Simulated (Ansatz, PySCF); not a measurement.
Gas-phase reaction in SMILES: F[C](F)(F)[GeH3] [trifluoromethylgermane] → [GeH3] (GeH3) + F[C](F)F (the C-Ge bond at the site shown breaks; other sites are not compared here)
Each molecule is optimised on its own at B3LYP-D3(BJ)/def2-TZVP (Ansatz, a quantum-chemistry and plane-wave program).

Property: bond dissociation energy (enthalpy at 298 K, with B3LYP-D3(BJ) rigid-rotor harmonic-oscillator terms from PySCF), in eV. Valence correlation only, unless marked. Open shells are spin-unrestricted. No spin-orbit coupling. Frozen are the shells of the preceding noble gas and the d and f shells that filled before the atom's block. No relativistic terms. CBS(X,Y): correlation extrapolated as X^-3; Hartree-Fock from the larger set. [CCSD(T)-MP2]/basis is that difference in the basis named.

```json
[
 {"level": "HF/STO-3G", "program": "Ansatz", "bond dissociation energy (eV)": "3.15"}
]
```

Question: What does RI-MP2/CBS(aug-cc-pVTZ,aug-cc-pVQZ)+[CCSD(T)-MP2]/aug-cc-pVTZ (Ansatz) give?

Answer: 3.33 eV, so HF/STO-3G differs from it by -0.18 eV.
